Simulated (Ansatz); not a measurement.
`CC(C)(C)F` + `[OH][Ge]([OH])([F])[Cl]` → `C[O][Ge]([OH])([F])[Cl]` + `CC(C)F`  (substitution at a C–C bond)

Isolated molecules relaxed with PBE0-D4/def2-TZVP in Ansatz; ΔE leaves out vibrations. CCSD(T)/CBS adds triple-zeta CCSD(T) − MP2 to the extrapolated MP2 energy (def2 sets, frozen cores). Functionals use def2-TZVPP. B3LYP here is the variant with VWN-RPA as its local correlation; programs differ in this. For Ge outer-core shells are correlated without core-valence functions, which leaves a few kJ/mol of doubt a bond. Scalar relativity is left out up to krypton. One conformer a species, not always the lowest.

Is it downhill or uphill in electronic energy at CCSD(T)/CBS, and by how much? (An estimate is asked.)

The calculation gave: Uphill: ΔE = +0.77 eV.

What do these levels give: r2SCAN-D4, B3LYP-D4, ωB97X-V, B2PLYP, PBE0, B3LYP, HF/def2-TZVPP, MP2/def2-TZVPP, CCSD/def2-TZVPP, MP2/def2-QZVPP, SCS-MP2/def2-QZVPP, HF/CBS(def2)? (An estimate is asked.)

Ansatz gave: r2SCAN-D4 0.74, B3LYP-D4 0.65, ωB97X-V 0.70, B2PLYP 0.69, PBE0 0.71, B3LYP 0.63, HF/def2-TZVPP 0.60, MP2/def2-TZVPP 0.80, CCSD/def2-TZVPP 0.73, MP2/def2-QZVPP 0.81, SCS-MP2/def2-QZVPP 0.74, HF/CBS(def2) 0.59 eV.

Largest T1 diagnostic among the species: 0.012.

From PBE to PBE0 (25 % exact exchange), in def2-TZVPP and without D4, ΔE moves by +0.03 eV. In def2-TZVPP, CCSD(T) changes the Hartree–Fock value by +0.14 eV (the triples alone add +0.01 eV) and MP2 by +0.20 eV.
